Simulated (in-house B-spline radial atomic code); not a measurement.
# CAM-B3LYP excitations of the zinc ion Zn²⁺

Method: CAM-B3LYP. Computed with an all-electron radial atomic-structure program (B-spline basis): linear response of the closed shell [Ar] 3d10 with the functional's adiabatic kernel; scalar-relativistic (spin-free one-electron X2C), finite nucleus, no spin-orbit coupling, no double excitations, S, P, D and F terms only. Only terms of natural parity with L up to 3 were computed.

Command:
```bash
python run_td.py task.json out
```
Settings (radii: box in bohr, nucleus in fm):
```
Z                        30
electrons                28
configuration            [Ar] 3d10
hamiltonian              x2c
method                   camb3lyp
box_radius               29.48
rms_radius               3.9283
intervals                73
```

Cost of the run: 2.3 s on 1 thread of Intel(R) Xeon(R) Platinum 8259CL CPU @ 2.50GHz (Skylake/Cascade Lake), on a shared host.

The lowest states, in the order of their Tamm-Dancoff energies; the method's threshold (minus the highest occupied level) is 35.34 eV. Labels give the largest channel, * marks a mixed state, and oscillator strengths are full-response dipole values. Semilocal kernels can invert the small singlet-triplet splittings of Rydberg terms. Energies in eV:

```json
{"state": "3d → 4s 3D", "full response": "8.033", "Tamm-Dancoff": "8.056", "oscillator strength": "-"}
{"state": "3d → 4s 1D", "full response": "8.656", "Tamm-Dancoff": "8.670", "oscillator strength": "-"}
{"state": "3d → 4p 3P", "full response": "15.369", "Tamm-Dancoff": "15.391", "oscillator strength": "-"}
{"state": "3d → 4p 3F", "full response": "?", "Tamm-Dancoff": "?", "oscillator strength": "-"}
{"state": "3d → 4p 1F", "full response": "15.829", "Tamm-Dancoff": "15.830", "oscillator strength": "-"}
{"state": "3d → 4p 1P", "full response": "16.569", "Tamm-Dancoff": "16.654", "oscillator strength": "0.45"}
{"state": "3d → 5s 3D", "full response": "24.007", "Tamm-Dancoff": "24.012", "oscillator strength": "-"}
{"state": "3d → 5s 1D", "full response": "24.111", "Tamm-Dancoff": "24.113", "oscillator strength": "-"}
{"state": "3d → 4d 3S", "full response": "24.259", "Tamm-Dancoff": "24.282", "oscillator strength": "-"}
{"state": "3d → 4d 3D", "full response": "?", "Tamm-Dancoff": "?", "oscillator strength": "-"}
```

(1) Where does 3d → 4p 3F lie?

(2) Where does 3d → 4d 3D lie?

(3) How large is the singlet-triplet splitting of 3d → 4s (D terms) in Tamm-Dancoff?

(4) What polarisabilities and dispersion coefficient does the method give?

## Answers

(1) At 15.500 eV in full response, 15.516 eV in Tamm-Dancoff.

(2) At 24.493 eV in full response, 24.498 eV in Tamm-Dancoff.

(3) 0.614 eV, from the unrounded values.

(4) Dipole 2.839 bohr³, quadrupole 9.48 bohr⁵, C6 7.613 hartree·bohr⁶ for two such species.
